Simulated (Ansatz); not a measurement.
Cost and result for the atomization energy of BH5NPS2 (10 atoms, 10 bonds).

| atom | x (Å) | y (Å) | z (Å) |
| --- | --- | --- | --- |
| B1 | -0.732 | 0.560 | 1.066 |
| P2 | 0.146 | 1.519 | -0.328 |
| N3 | -0.073 | 0.574 | -1.667 |
| S4 | 1.182 | 0.091 | 1.271 |
| S5 | 1.467 | -1.622 | 0.182 |
| H6 | -1.412 | -0.395 | 0.806 |
| H7 | -0.986 | 1.225 | 2.031 |
| H8 | -0.603 | -0.283 | -1.640 |
| H9 | 0.554 | 0.653 | -2.452 |
| H10 | 0.457 | -2.322 | 0.731 |

Total charge 0; spin multiplicity 1. The bonds changed during the relaxation, so this is another structure than the one it started from. All single points use the PBE0-D4/def2-TZVP geometry. It is one conformer, not always the lowest. Program: Ansatz. All runs use 4 threads of an Arm Neoverse V2 on a shared host. Times are those of one run each, without the atoms' runs, and a repeat can differ threefold. Electronic energies, without spin–orbit coupling; frozen cores. CCSD(T)/CBS adds CCSD(T) − MP2 in def2-TZVPP to the MP2 limit, and its time is that of the two runs behind it. T1 = 0.015. B3LYP takes the VWN-RPA correlation (the form of Gaussian; ORCA's B3LYP/G).

CCSD(T)/CBS is a level of theory with its own doubt, some kJ/mol a heavy atom from the limit and from the frozen cores, so smaller differences don't rank the functionals.

```json
{"level": "revPBE-D4/def2-TZVPP", "functions": "258", "wall time": "2 s", "atomization (kJ/mol)": "3153.0", "difference from CCSD(T)/CBS": "55.4", "per bond": "5.5"}
{"level": "BLYP-D4/def2-TZVPP", "functions": "258", "wall time": "2.2 s", "atomization (kJ/mol)": "3151.1", "difference from CCSD(T)/CBS": "53.5", "per bond": "5.3"}
{"level": "PBE-D4/def2-TZVPP (with forces)", "functions": "258", "wall time": "2.5 s", "atomization (kJ/mol)": "3231.7", "difference from CCSD(T)/CBS": "134.1", "per bond": "13.4"}
{"level": "CCSD(T)/def2-SVP", "functions": "107", "wall time": "3.4 s", "atomization (kJ/mol)": "2784.2", "difference from CCSD(T)/CBS": "-313.4", "per bond": "-31.3"}
{"level": "CAM-B3LYP-D4/def2-TZVPP", "functions": "258", "wall time": "3.7 s", "atomization (kJ/mol)": "3117.3", "difference from CCSD(T)/CBS": "19.7", "per bond": "2.0"}
{"level": "B3LYP-D4/def2-TZVPP (with forces)", "functions": "258", "wall time": "4.8 s", "atomization (kJ/mol)": "3133.5", "difference from CCSD(T)/CBS": "35.9", "per bond": "3.6"}
{"level": "r2SCANh-D4/def2-TZVPP", "functions": "258", "wall time": "5.5 s", "atomization (kJ/mol)": "3110.6", "difference from CCSD(T)/CBS": "13.0", "per bond": "1.3"}
{"level": "B2PLYP/def2-TZVPP", "functions": "258", "wall time": "5.5 s", "atomization (kJ/mol)": "3060.7", "difference from CCSD(T)/CBS": "-36.9", "per bond": "-3.7"}
{"level": "PBE-QIDH/def2-TZVPP", "functions": "258", "wall time": "6 s", "atomization (kJ/mol)": "3075.0", "difference from CCSD(T)/CBS": "-22.6", "per bond": "-2.3"}
{"level": "B97M-V/def2-TZVPP", "functions": "258", "wall time": "9.5 s", "atomization (kJ/mol)": "3164.0", "difference from CCSD(T)/CBS": "66.4", "per bond": "6.6"}
{"level": "MP2/def2-QZVPP", "functions": "474", "wall time": "20 s", "atomization (kJ/mol)": "3096.7", "difference from CCSD(T)/CBS": "-0.9", "per bond": "-0.1"}
{"level": "CCSD(T)/def2-TZVPP", "functions": "258", "wall time": "2 min", "atomization (kJ/mol)": "2974.7", "difference from CCSD(T)/CBS": "-122.9", "per bond": "-12.3"}
{"level": "CCSD(T)/CBS(def2)", "functions": "–", "wall time": "2.3 min", "atomization (kJ/mol)": "3097.6", "difference from CCSD(T)/CBS": "0.0", "per bond": "0.0"}
```

From r2SCAN to r2SCAN0 (25 % exact exchange), in def2-TZVPP and without D4, the atomization energy moves by −70.4 kJ/mol: exact exchange takes away binding that semilocal exchange gives to molecules. In def2-TZVPP, CCSD(T) changes the Hartree–Fock value by +961.9 kJ/mol (the triples alone add +75.5 kJ/mol) and MP2 by +1011.7 kJ/mol; breaking electron pairs costs correlation energy, which Hartree–Fock lacks. Leaving LDA and LC-ωPBE aside and taking each functional with its dispersion term where it has one, the values, not all of them listed here, spread over 224.8 kJ/mol, from BHLYP-D4 to PBE-D4. LDA lies +484.9 kJ/mol from PBE without D4, its usual overbinding.
